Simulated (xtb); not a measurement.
silacyclobutane (C3H8Si), singlet, from a rough starting geometry; GFN2-xTB in xtb.

Here is a job for xtb.
```
$ xtb mol.xyz --gfn 2 --opt vtight --json

# file mol.xyz
12

C      0.75534458     0.25567952     0.73629376
C      0.78753915    -0.89719990    -0.34323679
Si    -0.97851899    -0.46758243    -0.84313554
C     -0.60477123     0.99093118     0.31407314
H      1.55108709     0.96972342     0.80715736
H      0.60116422    -0.19293707     1.78421297
H      1.56720188    -0.63496228    -1.04945086
H      1.04841556    -1.74885934     0.15433753
H     -1.96908630    -1.46216246    -0.34318100
H     -1.17769016    -0.11396362    -2.27221334
H     -0.33110716     1.90073026    -0.18305924
H     -1.20579299     1.22727866     1.13305567
```

### Question
What does xtb print? Leave out banner, timings and long lists.

### Answer

```
   ID    Z sym.   atoms
    1    6 C      1, 2, 4
    2   14 Si     3
    3    1 H      5-12

           -------------------------------------------------
          |                Calculation Setup                |
           -------------------------------------------------

molecular fragmentation (1/2 indicates fragments):
111112111211
# atoms in fragment 1/2:    10     2
 fragment masses (1/2) :       70.17        2.02
CMA distance (Bohr)    :   0.153
constraining FC (au)   :  0.0500

           -------------------------------------------------
          |                 G F N 2 - x T B                 |
           -------------------------------------------------

          ...................................................
          :                      SETUP                      :
          :.................................................:
          :  # basis functions                  30          :
          :  # atomic orbitals                  29          :
          :  # shells                           17          :
          :  # electrons                        24          :
          :  max. iterations                   250          :
          :  Hamiltonian                  GFN2-xTB          :
          :  restarted?                      false          :
          :  GBSA solvation                  false          :
          :  PC potential                    false          :
          :  electronic temp.          300.0000000     K    :
          :  accuracy                    1.0000000          :
          :  -> integral cutoff          0.2500000E+02      :
          :  -> integral neglect         0.1000000E-07      :
          :  -> SCF convergence          0.1000000E-05 Eh   :
          :  -> wf. convergence          0.1000000E-03 e    :
          :  Broyden damping             0.4000000          :
          :  net charge                          0          :
          :  unpaired electrons                  0          :
          ...................................................

 iter      E             dE          RMSdq      gap      omega  full diag
   1    -12.2647979 -0.122648E+02  0.475E+00    6.02       0.0  T
   2    -12.3527844 -0.879865E-01  0.178E+00    4.83       1.0  T
   3    -12.3557100 -0.292558E-02  0.189E+00    5.38       1.0  T
   4    -12.3601629 -0.445291E-02  0.101E+00    5.22       1.0  T
   5    -12.3605008 -0.337927E-03  0.393E-01    5.20       1.0  T
   6    -12.3606435 -0.142645E-03  0.755E-02    5.15       1.0  T
   7    -12.3606451 -0.160508E-05  0.280E-02    5.15       1.0  T
   8    -12.3606456 -0.519655E-06  0.987E-03    5.15       2.9  T
   9    -12.3606455  0.571154E-07  0.689E-03    5.15       4.2  T
  10    -12.3606457 -0.146804E-06  0.145E-03    5.15      19.9  T
  11    -12.3606457 -0.382069E-09  0.856E-04    5.15      33.7  T
  12    -12.3606457 -0.101671E-08  0.555E-04    5.15      52.0  T

   *** convergence criteria satisfied after 12 iterations ***

         :::::::::::::::::::::::::::::::::::::::::::::::::::::
         ::                     SUMMARY                     ::
         :::::::::::::::::::::::::::::::::::::::::::::::::::::
         :: total energy             -12.182844636552 Eh    ::
         :: gradient norm              0.118594664306 Eh/a0 ::
         :: HOMO-LUMO gap              5.146255536453 eV    ::
         ::.................................................::
         :: SCC energy               -12.360639792135 Eh    ::
         :: -> isotropic ES            0.017749885724 Eh    ::
         :: -> anisotropic ES          0.003511775518 Eh    ::
         :: -> anisotropic XC          0.006834096202 Eh    ::
         :: -> dispersion             -0.006559884425 Eh    ::
         :: repulsion energy           0.177795155584 Eh    ::
         :: add. restraining           0.000000000000 Eh    ::
         :: total charge               0.000000000000 e     ::
         :::::::::::::::::::::::::::::::::::::::::::::::::::::

[...]
 * total energy  :   -12.1963302 Eh     change       -0.6436297E-06 Eh
 * total energy  :   -12.1963307 Eh     change       -0.4904058E-06 Eh
 * total energy  :   -12.1963311 Eh     change       -0.3879234E-06 Eh
 * total energy  :   -12.1963314 Eh     change       -0.3304341E-06 Eh
 * total energy  :   -12.1963317 Eh     change       -0.2774402E-06 Eh
 * total energy  :   -12.1963318 Eh     change       -0.1104295E-06 Eh
 * total energy  :   -12.1963320 Eh     change       -0.1257601E-06 Eh
 * total energy  :   -12.1963321 Eh     change       -0.1850992E-06 Eh
 * total energy  :   -12.1963324 Eh     change       -0.2177062E-06 Eh
 * total energy  :   -12.1963325 Eh     change       -0.1879287E-06 Eh
 * total energy  :   -12.1963327 Eh     change       -0.1321748E-06 Eh
 * total energy  :   -12.1963328 Eh     change       -0.9282456E-07 Eh
   *** GEOMETRY OPTIMIZATION CONVERGED AFTER 28 ITERATIONS ***
         :: total energy             -12.196332773259 Eh    ::
[...]
        16                         -0.0737072              -2.0057
        17                         -0.0583196              -1.5870
        18                          0.1084765               2.9518
        19                          0.1094261               2.9776
        20                          0.1434804               3.9043
        21                          0.1694042               4.6097
        22                          0.2207346               6.0065
        23                          0.2247680               6.1162
       ...                                ...                  ...
        29                          0.7299663              19.8634
      -------------------------------------------------------------
                  HL-Gap            0.1770760 Eh            4.8185 eV
             Fermi-level           -0.2877078 Eh           -7.8289 eV

     #   Z          covCN         q      C6AA      α(0)
     1   6 C        4.095    -0.057    21.502     6.586
     2   6 C        3.721    -0.160    23.725     6.956
     3  14 Si       3.881     0.459    97.739    18.908
     4   6 C        3.721    -0.160    23.725     6.956
     5   1 H        0.925     0.015     2.818     2.625
     6   1 H        0.925     0.015     2.809     2.621
     7   1 H        0.925     0.016     2.794     2.614
     8   1 H        0.925     0.013     2.844     2.637
     9   1 H        0.918    -0.083     4.996     3.496
    10   1 H        0.918    -0.088     5.153     3.550
    11   1 H        0.925     0.016     2.794     2.614
    12   1 H        0.925     0.013     2.844     2.637

 Mol. C6AA /au·bohr⁶  :       1487.114607
 Mol. C8AA /au·bohr⁸  :      43968.111638
 Mol. α(0) /au        :         62.202131

Wiberg/Mayer (AO) data.
largest (>0.10) Wiberg bond orders for each atom

 ---------------------------------------------------------------------------
     #   Z sym  total        # sym  WBO       # sym  WBO       # sym  WBO
 ---------------------------------------------------------------------------
     1   6 C    3.996 --     4 C    1.025     2 C    1.025     6 H    0.988
                             5 H    0.985
     2   6 C    3.980 --     1 C    1.025     8 H    0.988     7 H    0.986
                             3 Si   0.894
     3  14 Si   3.556 --     4 C    0.894     2 C    0.894     9 H    0.885
                            10 H    0.882
     4   6 C    3.980 --     1 C    1.025    12 H    0.988    11 H    0.986
                             3 Si   0.894
     5   1 H    1.000 --     1 C    0.985
     6   1 H    1.000 --     1 C    0.988
     7   1 H    1.000 --     2 C    0.986
     8   1 H    1.000 --     2 C    0.988
     9   1 H    0.993 --     3 Si   0.885
    10   1 H    0.992 --     3 Si   0.882
    11   1 H    1.000 --     4 C    0.986
    12   1 H    1.000 --     4 C    0.988
 ---------------------------------------------------------------------------

Topologies differ in total number of bonds
Writing topology from bond orders to xtbtopo.mol

molecular dipole:
                 x           y           z       tot (Debye)
 q only:       -0.395      -0.185      -0.341
   full:       -0.086      -0.037      -0.083       0.318
molecular quadrupole (traceless):
                xx          xy          yy          xz          yz          zz
 q only:        0.221       0.528      -0.366       0.610       0.193       0.145
  q+dip:       -0.422       0.676      -0.003      -0.897      -1.129       0.425
   full:       -0.139       0.221       0.001      -0.291      -0.363       0.138

optimized geometry written to: xtbopt.xyz

           -------------------------------------------------
          | TOTAL ENERGY              -12.196332773259 Eh   |
          | GRADIENT NORM               0.000022383307 Eh/α |
          | HOMO-LUMO GAP               4.818482068427 eV   |
           -------------------------------------------------

normal termination of xtb
```
